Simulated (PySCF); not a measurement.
**How methods differ on the excitation energy of W²⁺**

W²⁺ [Xe] 4f14 5d4 (5D) → W²⁺ [Xe] 4f14 5d3 6p1 (high-spin determinant), as a difference of total energies. Computed with PySCF 2.14 in ANO-RCC-VTZP, with scalar relativity by spin-free X2C-1e. Correlated levels: valence: [Xe] 4f14 frozen. The calculations carry no spin-orbit coupling.

| method | excitation energy (cm⁻¹) |
| --- | --- |
| UHF | 62732 |
| MP2 (valence) | 59384 |
| SCS-MP2 (valence) | 58266 |
| CCSD (valence) | 58452 |
| CCSD(T) (valence) | 58151 |

A first-order spin-orbit estimate (lowest level to lowest level, LS coupling) adds -0.543 eV.

The basis was made for the ground configuration and has no added diffuse functions, so the excitation energy can come out too high.

The determinant of the upper state mixes LS terms, which raises its energy above the lowest term, most at the Hartree-Fock and MP2 levels.
